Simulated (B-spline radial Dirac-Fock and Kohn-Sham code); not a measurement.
Cross section and asymmetry of the 3d5/2 subshell of Ni⁶⁺

System: nickel as Ni⁶⁺ in the configuration [Ar] 3d4. The computed 3d5/2 threshold is 130.2 eV; without correlation, outer thresholds are uncertain by 1 to 2 eV. With an open shell the threshold is an average over the terms of the final ion.

These are calculated numbers from a radial B-spline solver; the model is independent-particle photoionisation in a Dirac-Hartree-Slater potential with a Latter tail, all multipoles, thresholds from Dirac-Fock ΔSCF. Interchannel coupling and autoionising resonances are not included, so magnitudes near threshold are approximate.

Q: How do σ and β run from threshold to 400 eV kinetic energy?

A: The cross section shows no minimum in this range. It is largest at the lowest energy, 2.24 Mb. β ranges from 0.44 (at 1.5 eV) to 1.25.

```tsv
kinetic energy (eV)	σ (Mb)	β
1.5	2.24	0.44
1.9	2.23	0.45
2.3	2.22	0.46
2.9	2.20	0.47
3.7	2.18	0.48
4.6	2.16	0.50
5.7	2.13	0.52
7.2	2.10	0.54
9.0	2.06	0.57
11.2	2.01	0.60
14.0	1.94	0.63
17.5	1.87	0.67
21.9	1.77	0.71
27.4	1.66	0.76
34.2	1.53	0.81
42.8	1.38	0.87
53.5	1.22	0.93
66.9	1.04	0.99
83.7	0.859	1.05
104.7	0.683	1.11
130.9	0.521	1.16
163.6	0.382	1.20
204.6	0.270	1.23
255.8	0.181	1.25
319.9	0.117	1.25
400.0	0.0716	1.24
```

Run: 2.2 s of CPU time on 1 thread of Intel(R) Xeon(R) Platinum 8488C (shared host), peak memory 0.44 GiB.
